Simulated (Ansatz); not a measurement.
The first iterations of a band of a periodic cell of 13 atoms, Be₁₂Br (surface Be(0001), adsorbate Br).

Level of theory: Ansatz 0.2.0, DFT PBE, scalar-relativistic, plane waves, PAW. Settings: cutoff 420 eV, k mesh 5x5x1, gaussian smearing 0.15 eV, no spin polarisation.

```
movable images  : 5
climbing image  : yes
spring          : 1.0 eV/Å²
optimiser       : quadratic models (default)
start path      : IDPP
force threshold : 0.05 eV/Å
iteration limit : 13
end points      : relaxed
atoms held      : 1 to 4
```

First end point:

```xyz
13
Lattice="4.5800 0.0000 0.0000 2.2900 3.9664 0.0000 0.0000 0.0000 15.5884" Properties=species:S:1:pos:R:3
Be 0.000 0.000 1.000
Be 2.290 0.000 1.000
Be 1.145 1.983 1.000
Be 3.435 1.983 1.000
Be 0.022 1.309 2.872
Be 2.268 1.309 2.872
Be 1.145 3.305 2.768
Be 3.435 3.331 2.872
Be -0.027 -0.016 4.760
Be 2.317 -0.016 4.760
Be 1.145 2.014 4.760
Be 3.435 1.983 4.502
Br 1.145 0.661 6.670
```

Last end point:

Only the atoms that move by more than 0.05 Å are listed.
```
Be7 1.145 3.331 2.872
Be8 3.435 3.305 2.768
Be9 0.027 -0.016 4.760
Be10 2.263 -0.016 4.760
Be11 1.145 1.983 4.502
Be12 3.435 2.014 4.760
Br13 3.435 0.661 6.670
```

| iteration | highest image above the first end (eV) | largest band force component (eV/Å) |
| --- | --- | --- |
| 1 | 0.506 | 0.612 |
| 2 | 0.343 | 0.439 |

Does the band converge within its limit, and where does its top end?

It converged. It ended after 8 iterations with the highest image 0.099 eV above the first end. The profile has 2 maxima (images 1, 4) with wells between them (image 3): this band takes more than one step, which may be the mechanism or a detour left from its start path. A structure lower than the first end lies on the path between it and the top, so the climb from that side starts below the end, which may itself be a saddle point or a shallow side well. The order of the stationary point at the top wasn't checked. Limits of this set-up: coarse k mesh, thin slab, slab without dipole correction, odd electron count without spin.

Time of the run: 5.5 min on 1 thread of Arm Neoverse V2, with other jobs on the host, peak memory 0.64 GiB.
